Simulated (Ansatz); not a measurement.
One change: `C[SiH](N)BCl` becomes `C[SiH](N)O`.

Ansatz, PBE0-D4/def2-TZVP geometries, multiplicity 1. Each molecule was computed in one conformer, which needn't be the lowest.

```tsv
property	`C[SiH](N)BCl`
LUMO energy (PBE/def2-TZVPP) / eV	-2.93
zero-point energy (PBE0-D4/def2-TZVP) / kJ/mol	224.0
LUMO energy (ωB97M-V/def2-TZVPP) / eV	0.02
HOMO–LUMO gap (PBE/def2-TZVPP) / eV	2.89
HOMO–LUMO gap (B3LYP/def2-TZVPP) / eV	4.82
HOMO energy (PBE0/def2-TZVPP) / eV	-7.18
```

Task: What does the change do to each property? (Estimate.)

Result: The calculation gave: 
| property | `C[SiH](N)O` | shift |
| --- | --- | --- |
| LUMO energy (PBE/def2-TZVPP) / eV | 0.05 | 2.98 |
| zero-point energy (PBE0-D4/def2-TZVP) / kJ/mol | 225.5 | 1.5 |
| LUMO energy (ωB97M-V/def2-TZVPP) / eV | 2.26 | 2.24 |
| HOMO–LUMO gap (PBE/def2-TZVPP) / eV | 6.05 | 3.16 |
| HOMO–LUMO gap (B3LYP/def2-TZVPP) / eV | 7.72 | 2.90 |
| HOMO energy (PBE0/def2-TZVPP) / eV | -7.44 | -0.26 |

With PBE0 the HOMO falls by 0.26 eV and the LUMO rises by 2.86 eV, so the gap widens by about 3.12 eV. PBE moves the HOMO by -0.18 eV and ωB97M-V by -0.38 eV. The zero-point energy changes by 1.5 kJ/mol with -3 modes.

Positive LUMOs are unbound, so they and the gaps depend on the basis.

B3LYP here is the variant with VWN-RPA as its local correlation; programs differ in this.
